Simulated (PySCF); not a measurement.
Bonds (- single, = double, # triple, : aromatic): C1-C2, C2-C3, C2-C4, C2-C5, C5:C6, C6:P7, P7:C8, C8:O9, O9:C5. C1 carries H10, H11, H12; C3 carries H13, H14, H15; C4 carries H16, H17, H18; C6 carries H19; C8 carries H20.

[PySCF 2.14.0 with density-fitted response routines: structure optimised with GFN2-xTB; GIAO PBE0/pcSseg-1 shieldings; non-relativistic; averaged over atoms made equivalent by symmetry, fast rotation or ring inversion; in vacuum; one computed conformer]

Scale: $^{13}$C against TMS (reference shieldings calculated alike).

Do the $^{13}$C shifts follow the atomic charges (in e)? Tabulate both.

Results:


```csv
atoms,hybridisation,δ (ppm),σ para (ppm),Hirshfeld,IAO,Mulliken,ESP-fitted
C8,sp2,187.7,-257,-0.05,-0.23,-0.15,-0.06
C5,sp2,177.8,-251,+0.08,+0.18,+0.37,-0.03
C6,sp2,121.9,-195,-0.15,-0.44,-0.47,-0.14
C2,sp3,37.5,-92,+0.02,+0.04,-0.61,+0.47
C1/C3/C4,sp3,30.7,-92,-0.12,-0.42,-0.14,-0.47
```

Correlation coefficients of δ with charge over these carbons: Hirshfeld +0.26, IAO +0.24, Mulliken +0.57, ESP-fitted -0.05; with the paramagnetic shielding -1.00. With so few points, grouped by hybridisation, these coefficients are fragile. Charge is one influence among several: hybridisation and low-lying excitations act through the paramagnetic term.

Shifts are as computed. Against solution values, carbons near 30 ppm lie about +3 ppm off and those near 130 ppm about +5 ppm. Of 1211 compounds with measured shifts, 218 miss one by over three times the rms of a fit or turn the order of signals round; such compounds aren't used in these exercises.
